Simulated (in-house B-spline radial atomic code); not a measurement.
A radial electron density 4πr²n(r) was computed for an atom or ion in its tabulated ground configuration with an all-electron radial atomic-structure program (B-spline basis); method: Dirac-Kohn-Sham OLYP, spherical fractional occupations. Columns: r (bohr), 4πr²n(r) (electrons per bohr), bar.

```
 0.00575   0.2345 #
 0.00669   0.3113 #
 0.00778   0.4116 ##
 0.00905   0.5425 ##
  0.0105   0.7088 ###
  0.0122   0.9242 ####
  0.0142    1.202 #####
  0.0166    1.564 ######
  0.0193    2.002 ########
  0.0224    2.533 ##########
   0.026    3.173 #############
  0.0303    3.952 ################
  0.0352    4.833 ####################
   0.041    5.837 ########################
  0.0476    6.893 ############################
  0.0554     7.99 #################################
  0.0644    9.022 #####################################
  0.0749    9.902 #########################################
  0.0872    10.51 ###########################################
   0.101    10.72 ############################################
   0.118    10.45 ###########################################
   0.137    9.675 ########################################
   0.159    8.444 ###################################
   0.185    6.865 ############################
   0.216    5.142 #####################
   0.251    3.626 ###############
   0.292    2.467 ##########
   0.339    1.787 #######
   0.394    1.534 ######
   0.459    1.568 ######
   0.534    1.671 #######
    0.62    1.654 #######
   0.722    1.431 ######
   0.839    1.059 ####
   0.976   0.6573 ###
    1.14    0.331 #
    1.32   0.1409 #
    1.54  0.04457 
    1.79  0.01075 
    2.08 0.001822 
    2.41 0.0002163
```

**Question.** Which atom or ion is it?
A. Mg9+
B. Ne7+
C. Ne6+
D. F7+

**Answer.** B. The area under the curve, ∫4πr²n dr = ∫r·4πr²n d(ln r) on this logarithmic grid, is 3 electrons; among the options with that count, the innermost peak, which lies near 1/Z bohr, picks Z = 10. The configuration is [He] 2s1.
